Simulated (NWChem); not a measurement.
# Si2H3Cl, singlet; SMILES [SiH3][Si]Cl

Program: NWChem. Low-valent species are run as closed-shell singlets; no triplet was tried in these runs. Structure relaxed at the PBE0/def2-SVP level. B3LYP is NWChem's, with the RPA form of VWN correlation. Vertical excitations in the gas phase; the lowest state need not have the same character in each row.

```tsv
level	lowest excitation, singlet (eV)	oscillator strength of that lowest state	orbital gap (eV)
PBE/def2-SVPD, TDA	1.88	0.003	1.46
B3LYP/def2-SVPD, TDA	1.95	0.004	2.92
CAM-B3LYP/def2-SVPD, TDA	1.97	0.004	5.58
```
